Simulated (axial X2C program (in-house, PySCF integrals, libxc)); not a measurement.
## BeSb along the bond: HF, 2c

All values were computed with an axial X2C code built on PySCF integrals. Two-component (2c) means X2C with spin–orbit coupling and atomic mean-field two-electron Coulomb and Gaunt terms. Basis: Sb dyall-cv3z [11s12p8d4f1g], Be dyall-cv3z [8s8p3d1f] (cores contracted in-house); Gaussian nuclei, density fitting, unrestricted open shells. Masses: Sb 120.904 u, Be 9.012 u.

State: Ω = 3/2 (⟨Sz⟩ = 1.47, ⟨Lz⟩ = 0.03 at HF). Dipoles are positive if Be is the positive end.

| R (Å) | μ (D) | HOMO (eV) | LUMO (eV) |
| --- | --- | --- | --- |
| 2.061 | -0.095 | -7.80 | -0.27 |
| 2.156 | 0.086 | -7.83 | -0.19 |
| 2.227 | 0.228 | -7.86 | -0.13 |
| 2.298 | 0.365 | -7.87 | -0.07 |
| 2.369 | 0.493 | -7.88 | -0.02 |
| 2.452 | 0.622 | -7.89 | 0.04 |
| 2.535 | 0.722 | -7.89 | 0.09 |
| 2.641 | 0.796 | -7.89 | 0.14 |
| 2.772 | 0.786 | -7.91 | 0.19 |
| 2.961 | 0.614 | -7.97 | 0.24 |

Question: The minimum lies at 2.411 Å. What is the dipole moment there, and its slope?

Answer: At HF, 2c, with the sign and origin stated: μ = 0.56 D, dμ/dR = 1.56 D/Å.

Occupations by symmetry block were frozen at the best pattern of an incomplete PBE0 search. Other states lie close and PBE0, whose exact exchange favours high spin, may order them wrongly; the determinant shown need not be the ground state. The nearest other 2c determinant of the search, Ω = 1/2, lies 0.18 eV up at the distance of the search. With several unpaired electrons one determinant need not be a pure state. This is the top spin component of a Σ state; components of lower Ω are not single determinants and can lie lower.
